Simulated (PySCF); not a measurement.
ClH₄NSi. Atoms are numbered in the order given.

```xyz
7

Si    -0.5608     0.4850     0.0000
N      0.5820     1.7485     0.0000
Cl     0.2525    -1.4183     0.0000
H     -1.3662     0.5780    -1.2324
H     -1.3662     0.5780     1.2324
H      1.1086     1.9627     0.8323
H      1.1086     1.9627    -0.8323
```

The structure is a stationary point at ωB97X-D3(BJ)/def2-TZVP. One conformer was computed; it need not be the lowest.

These are HF/pcSseg-2 in PySCF values and carry that method's errors.

GIAO shieldings, no solvent; atoms alike by connectivity are averaged. δ = σ(ref) − σ: ²⁹Si against TMS (σ = 383.2 ppm); ¹⁵N against NH3 (σ = 262.2 ppm); ³⁵Cl against HCl (σ = 947.2 ppm); ¹H against TMS (σ = 31.98 ppm), references at their B3LYP-D3(BJ)/def2-TZVP geometries, non-relativistic (without spin–orbit terms, shifts of atoms bonded to Cl or Br come out too high).

Computed chemical shifts:
```
nucleus   atoms  count  δ (ppm)
-------  ------  -----  -------
²⁹Si        Si1      1    -29.8
¹⁵N          N2      1     21.4
³⁵Cl        Cl3      1     16.0
¹H       H4, H5      2     4.86
¹H       H6, H7      2     1.45
```
